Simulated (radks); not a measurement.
The numbers below are computed, except where a source is named.
Species: the thulium ion Tm4+. Configuration: [Kr] 4d10 4f11 5s2 5p4 5d2 (not the ground configuration).

Code: a radial shooting solver on a logarithmic mesh with Libxc functionals. Model: scalar-relativistic Kohn-Sham, BP86, spin-polarised, spherical densities, point nucleus; open shells are filled with parallel spins first (spin-orbit coupling, left out, can overturn this in heavy ions).

Energy parts (hartree):
part                       energy
total                 -13563.5903
kinetic                14745.5024
electron-nucleus      -33196.0305
Hartree                 5171.8345
exchange-correlation    -284.8966

Orbitals (lengths in bohr, moments of r in powers of bohr):
orbital  occ.  eigenvalue (hartree)   <1/r>       <r^4>
1s up       1             -2181.495   79.12   8.071e-07
1s down     1             -2181.489   79.12   8.071e-07
2s up       1             -369.9276   18.43   0.0001248
2s down     1             -369.9187   18.43   0.0001248
2p up       3             -326.8642   16.97  0.00009539
2p down     3             -326.8545   16.97  0.00009538
3s up       1             -84.96355   6.801    0.004694
3s down     1             -84.90598   6.803    0.004687
3p up       3             -71.92545   6.341    0.004974
3p down     3             -71.86703   6.344    0.004964
3d up       5             -55.82413   6.007    0.003893
3d down     5             -55.77668   6.010    0.003882
4s up       1             -18.61197   2.880      0.1128
4s down     1             -18.49263   2.878      0.1128
4p up       3             -14.31691   2.633      0.1489
4p down     3             -14.19946   2.632      0.1487
4d up       5              -8.61312   2.333      0.2263
4d down     5              -8.49469   2.333      0.2253
5s up       1              -3.95838   1.135       3.418
5s down     1              -3.80012   1.138       3.436
5p up       3              -2.87621  0.9758       6.022
5p down     1              -2.71693  0.9737       6.210
4f up       7              -2.34166   1.813      0.9184
4f down     4              -2.21196   1.819      0.9053
5d up       2              -1.56478  0.7214       19.69
5d down     0              -1.42654  0.7014       22.98

The highest occupied level is 5d up at -42.580 eV. The density falls to 0.001 e/bohr^3 at r = 3.26 bohr. Spin moment in Bohr magnetons: 7. Summed over all electrons, <r^2> = 32.30 bohr^2, which gives a Langevin (diamagnetic) susceptibility term of -25.6 x 10^-6 cm^3/mol.
